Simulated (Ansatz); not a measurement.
GeH₆OSi, SMILES `[SiH3][O][GeH3]`. The species carries charge 0 and has multiplicity 1.

Z-matrix (Å, degrees):
```
Si
O 1 1.633
H 1 1.484 2 108.2
H 1 1.490 2 111.0 3 120.0
H 1 1.490 2 111.0 3 -120.0
Ge 2 1.776 1 134.7 3 179.5
H 6 1.532 2 105.5 1 -179.4
H 6 1.538 2 108.4 1 60.7
H 6 1.538 2 108.4 1 -59.6
```

**Question.** What are the harmonic wavenumbers in cm⁻¹ at PBE0-D4/def2-TZVP (Ansatz, finite differences of forces, unscaled)? (Estimate.)

**Answer.** Ansatz gave: 30, 50, 114, 522, 635, 642, 727, 739, 849, 872, 874, 950, 959, 989, 1042, 2157, 2160, 2189, 2202, 2207, 2238.

**Question.** Is this a minimum?

**Answer.** Yes, all 21 modes are real.

**Question.** Give the ideal-gas thermochemistry at 298.15 K and 1 bar (rigid rotor, harmonic oscillator; point group Cs, symmetry number 1).

**Answer.** Zero-point energy 138.5 kJ/mol; H(298) − E = 157.4 kJ/mol; entropy 344.6 J/(mol·K), of which translation 168.8, rotation 106.3, vibration 69.6; G(298) − E = 54.7 kJ/mol. Modes under 100 cm⁻¹ are hindered rotations or soft bends, so the harmonic entropy is rough.
